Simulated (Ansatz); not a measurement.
F₃La, triplet, geometry from GFN2-xTB (such geometries of metal compounds can be far from the true shape) (the multiplicity is a formal guess) (core potentials on La). Base run: HF/def2-SV(P) in Ansatz (a quantum-chemistry and plane-wave program).

The Ansatz input:
Ansatz 0.2 input:
```yaml
crystal:
  periodic: [false, false, false]
  atoms:
    - {symbol: La, position_ang: [0.00000000, -0.00000000, 0.00000000]}
    - {symbol: F, position_ang: [-1.73418446, -1.07254064, 0.04451376]}
    - {symbol: F, position_ang: [0.01511140, 1.88215686, -0.78547938]}
    - {symbol: F, position_ang: [1.71907306, -0.80961621, 0.74096562]}
basis:
  gaussian:
    orbitals: def2-SV_P_.json
hamiltonian:
  xc: hf
magnetization: {spin_polarized: true, initial_magnetization: 2}
```
The basis file holds def2-SV(P) in the JSON format of the Basis Set Exchange.

The base run was repeated with changes; each row names its change, and settings that it needs were set with it.

| change | E (Eh) | <S^2> | core-seconds (rough) | outcome |
|---|---|---|---|---|
| base | -329.17640 | 2.007 | 7 | converged |
| functional = wB97X | -330.74853 | 2.012 | 100 | converged |
| functional = B97M-V | -330.74795 | 2.004 | 200 | converged |
| functional = r2scan | -330.75901 | 2.004 | 100 | converged |
| functional = blyp; dispersion = d3bjatm | -330.83491 | 2.002 | 60 | converged |
| functional = cam_b3lyp | -330.73349 | 2.011 | 30 | converged |
| functional = blyp; dispersion = d4 | -330.83661 | 2.002 | 50 | converged |
| functional = b3lyp5 | -330.72515 | 2.007 | 50 | converged |
| functional = pbe0 | -330.56193 | 2.009 | 40 | converged |
| functional = wB97X-V | - | - | - | cut at the time limit |
| functional = b3lyp | -330.86625 | 2.007 | 40 | converged |

Absolute energies of different levels of theory aren't comparable as measures of quality.
